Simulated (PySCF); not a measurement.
## Static response to an electric field

Compound: C5H7NO2.
Geometry (GFN2-xTB, Å), atoms numbered from 1 in this order:
```xyz
15
C5H7NO2 angstrom
N      2.7825   -0.4345   -0.2605
C      1.5708   -0.2265   -0.0533
C      0.3548   -1.0413    0.3443
C     -0.4119    0.2932    0.5403
C     -1.6851    0.3765   -0.2539
O     -1.7603    0.6007   -1.4318
O     -2.7610    0.1380    0.5080
C      0.7896    1.0538   -0.0542
H      3.0870   -1.4026   -0.1808
H     -0.0312   -1.6483   -0.4743
H      0.4613   -1.6632    1.2313
H     -0.6211    0.5116    1.5864
H     -3.5714    0.1702   -0.0252
H      0.5887    1.4166   -1.0621
H      1.2028    1.8638    0.5412
```

Level: CAM-B3LYP/def2-SVPD (PySCF), static field, nuclei fixed, core orbitals frozen in the response. The polarisability tensor in these axes (au):

```
x   88.95 -4.54 -2.27
y   -4.54 63.31 -2.98
z   -2.27 -2.98 60.39
```

Give the principal values, the mean and the anisotropy Δα = √{½[(α1 − α2)² + (α2 − α3)² + (α1 − α3)²]}.

Principal values 57.91, 64.91 and 89.84 au; mean 70.88 au = 10.50 Å³ = 11.69 × 10⁻⁴⁰ C²·m²/J; Δα = 29.07 au (41 % of the mean).

What is the dipole moment, and where does it point?

(-1.92, -1.41, 2.15) D, 3.20 D in size, pointing from the negative to the positive side. Measured along this direction, the outermost atoms are H14 and N1 at the negative end and H13 and O7 at the positive end.

What depolarisation ratio follows for Rayleigh scattering of linearly polarised light, taking the static tensor?

ρ = 3Δα²/(45ᾱ² + 4Δα²) = 2534.8/(226103 + 3379.7) = 0.011.

What molar refraction does this α imply?

Lorentz–Lorenz: R = (4π/3)N_A α = 2.5225 cm³/(mol·Å³) × 10.50 Å³ = 26.5 cm³/mol, in the limit of long wavelengths.

Orientational against electronic polarisability at 400 K (dilute gas, rigid molecules)?

In Gaussian units μ²/3kT = 61.91 Å³ against 10.50 Å³, a ratio of 5.89; the Debye molar polarisation (4π/3)N_A(α + μ²/3kT) is 182.7 cm³/mol, leaving out the vibrational part.

In TDDFT the mean static polarisability is Σ f/ω² over all singlet excitations (ω in hartree). How much of it do the 8 lowest give? Their energies (eV) and oscillator strengths: 5.19, 0.0024; 5.90, 0.0006; 7.02, 0.0313; 7.35, 0.0180; 7.58, 0.0589; 7.76, 0.0207; 7.97, 0.2087; 8.06, 0.0123.

They add up to 4.39 au, 6.2 % of the 70.88 au; the largest single term is 2.44 au, from the state at 7.97 eV. Terms in order: 0.07, 0.01, 0.47, 0.25, 0.76, 0.25, 2.44, 0.14 au. Higher excitations give the rest. The strengths listed sum to 0.353.

One conformer (not necessarily the lowest) at the GFN2-xTB geometry, without solvent, vibrations or thermal averaging.
